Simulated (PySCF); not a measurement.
C₂H₈AlN, SMILES C[N](C)[AlH2]. Heavy atoms are numbered as in [AlH2:1][N:4]([CH3:5])[CH3:6]. Hydrogens are named by the atom that carries them.

Coordinates come from a PBE0-D3(BJ)/def2-SVP optimisation. The structure was generated by enumeration; whether it is a known compound was not checked.

Computed with KT2/pcSseg-1 (PySCF).

GIAO shieldings, no solvent; atoms alike by connectivity are averaged. δ = σ(ref) − σ: ¹H against TMS (σ = 31.47 ppm); ¹⁵N against NH3 (σ = 266.2 ppm); ¹³C against TMS (σ = 185.1 ppm), references at their B3LYP-D3(BJ)/def2-TZVP geometries, non-relativistic.

Computed chemical shifts:
```
nucleus     atoms  count  δ (ppm)
-------  --------  -----  -------
¹H       H on Al1      2     4.87
¹H        H on C5      6     3.28
¹⁵N            N4      1    114.9
¹³C      C5 (CH3)      2     46.2
```
